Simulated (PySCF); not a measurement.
## Radial density of Br(33+) (bromine, charge +33)

UHF, 1s2, closed-shell 1S. Computed with PySCF 2.14 in an even-tempered Gaussian basis (17 s from 48 bohr⁻², ratio 2.2; 7 p from 72 bohr⁻², ratio 2.4; 4 d from 220 bohr⁻², ratio 2.4; 3 f from 330 bohr⁻², ratio 2.4; 3 g from 490 bohr⁻², ratio 2.4), with the spin-free X2C one-electron Hamiltonian (Gaussian nucleus).

```tsv
r (bohr)	4πr²ρ (e/bohr)
0.000954	0.4813
0.00160	1.185
0.00270	2.836
0.00454	6.482
0.00763	13.67
0.0128	25.08
0.0216	36.30
0.0363	35.08
0.0611	17.08
0.103	2.614
0.173	0.05727
0.291	5.039e-05
```

Densities and radii are taken from the X2C orbitals without a picture-change correction, which distorts them close to the nucleus.
